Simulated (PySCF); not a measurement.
**Germanium: a sound run and one with changed settings**

Sound run: Ge(2+) [Ar] 3d10 4s2, Ge(3+) [Ar] 3d10 4s1. Computed with PySCF 2.14 in aug-cc-pVDZ-PP with ECP10MDF, with scalar relativity through the core potential. The sound run starts from symmetry-adapted Hartree-Fock orbitals and uses a fine grid where one is needed.

Changed run: radial step 1.2 in ln r (0.13 in the sound run). This setting is unsound on purpose.

```json
{"species": "Ge(2+)", "method": "UHF", "sound run (hartree)": "-292.51007", "changed run (hartree)": "-292.51007", "converged": "yes"}
{"species": "Ge(2+)", "method": "B3LYP", "sound run (hartree)": "-293.70016", "changed run (hartree)": "-299.05680", "converged": "yes"}
{"species": "Ge(2+)", "method": "M06-2X", "sound run (hartree)": "-293.80152", "changed run (hartree)": "-296.05631", "converged": "yes"}
{"species": "Ge(3+)", "method": "UHF", "sound run (hartree)": "-291.32632", "changed run (hartree)": "-291.32632", "converged": "yes"}
{"species": "Ge(3+)", "method": "B3LYP", "sound run (hartree)": "-292.43439", "changed run (hartree)": "-297.59892", "converged": "yes"}
{"species": "Ge(3+)", "method": "M06-2X", "sound run (hartree)": "-292.55218", "changed run (hartree)": "-294.70383", "converged": "yes"}
```

Ionisation energy of Ge(2+):

```tsv
method	sound run (eV)	changed run (eV)
UHF	32.211	32.211
B3LYP	34.443	39.671
M06-2X	33.996	36.803
```

A coarse radial grid mis-integrates the density and the exchange-correlation energy, with errors of either sign; Hartree-Fock needs no grid.

For comparison, NIST gives 34.058 eV between the lowest levels.
